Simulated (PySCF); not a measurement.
A calculated (BP86, PySCF 2.14, aug-cc-pVTZ with one added diffuse shell each of s, p, d, f type, the non-relativistic Hamiltonian (point nucleus)) atom or ion has these occupied shells.

```tsv
shell	electrons	orbital energy (eV)	rms radius, mean of both spins (bohr)
1s α	1	-401.31	0.267
1s β	1	-398.74	0.267
2s α	1	-34.696	1.34
2p α	3	-22.814	1.39
```

Task: Name the element and its charge.

Result: N⁺ (nitrogen, charge +1), in [He] 2s1 2p3, high-spin 5S determinant (an excited configuration).
